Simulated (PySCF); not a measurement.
Zn(OH)2 (H2O2Zn), SMILES [OH][Zn][OH]. Atoms are numbered in the order given.

```xyz
5

Zn     0.0000     0.0000     0.0144
O      0.0000     1.7670    -0.1179
H      0.0000     2.2305     0.7272
O      0.0000    -1.7670    -0.1179
H      0.0000    -2.2305     0.7272
```
Charge 0, spin multiplicity 1.

Geometry optimised at TPSSh-D3(BJ)/def2-TZVP. The geometry has at least one imaginary mode, so it is a saddle point at that level. The isomer is the one that the SMILES or the coordinates give; other isomers of the formula were not compared. One conformer was computed; it need not be the lowest.

Two levels are set side by side: PBE/pcSseg-2 (PySCF) and PBE0/pcSseg-2 (PySCF). GIAO shifts against H2O (¹⁷O), TMS (¹H) at the same level; non-relativistic, no solvent, atoms listed together averaged. Differences are taken from unrounded values.

```tsv
quantity	PBE0
δ(¹⁷O) of O2, O4 (ppm)	-19.7
δ(¹H) of H3, H5 (ppm)	0.33
```

**Question.** What does PBE give, and how far is it from PBE0? (An estimate is asked for; the answer gives what the named calculation found.)

**Answer.** 
```csv
quantity,PBE,PBE minus PBE0
"δ(¹⁷O) of O2, O4 (ppm)",-4.0,15.7
"δ(¹H) of H3, H5 (ppm)",0.51,0.18
```

Rough cost on one machine, each run with all the roots and properties that it gave: PBE0 against PBE within a factor of 2.
